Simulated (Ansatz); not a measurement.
Wavefunction ladder for H$_{4}$SeSiTe (`[SeH][SiH2][TeH]`)

```xyz
7

Se   -1.062   -1.593    0.300
Si   -0.053    0.449    0.327
Te    2.349    0.139   -0.229
H    -2.416   -1.016    0.300
H    -0.738    1.356   -0.627
H    -0.048    1.065    1.678
H     1.968   -0.399   -1.749
```

Charge 0, multiplicity 1. Correlated methods include outer-core shells of Se, Te, which these sets cover unevenly. Scalar relativity is left out up to krypton. Te takes the def2 core potential. The geometry is a stationary point of PBE0-D4/def2-TZVP. It is one conformer, not always the lowest. Frozen core, restricted reference, Ansatz 0.2.0.

| basis | HF (Eh) | MP2 corr. | CCSD corr. | (T) | CCSD(T) total |
| --- | --- | --- | --- | --- | --- |
| def2-SVP | -2957.74743 | -0.45897 | -0.49508 | -0.01370 | -2958.25621 |
| def2-TZVPP | -2958.16220 | -0.86843 | -0.87295 | -0.02718 | -2959.06233 |
| def2-QZVPP | -2958.22039 | -1.34224 | – | – | – |
